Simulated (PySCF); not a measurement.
A run for PySCF: R-HF/STO-3G on F2Zn (SMILES [F][Zn][F]), a point of a bond scan (R = 1.915 Å).

```python
from pyscf import gto, scf, dft, mp
from pyscf.data.elements import chemcore

mol = gto.M(
    atom='''
    Zn    0.00000000    0.00000000    0.00000000
    F     0.00000000    0.00000000    1.91460547
    F    -0.00000000   -0.00000000   -1.74055043
    ''',
    basis='sto-3g',
    charge=0, spin=0, verbose=3, max_memory=1800)
mf = scf.RHF(mol)
mf.conv_tol = 1e-8
mf.max_cycle = 100
mf.kernel()
if not mf.converged:
    mf = mf.newton().run(mf.mo_coeff, mf.mo_occ)
```

The log:

```
converged SCF energy = -1953.29256434565
```

The run converged.

Cost: very roughly 0.16 core-seconds.
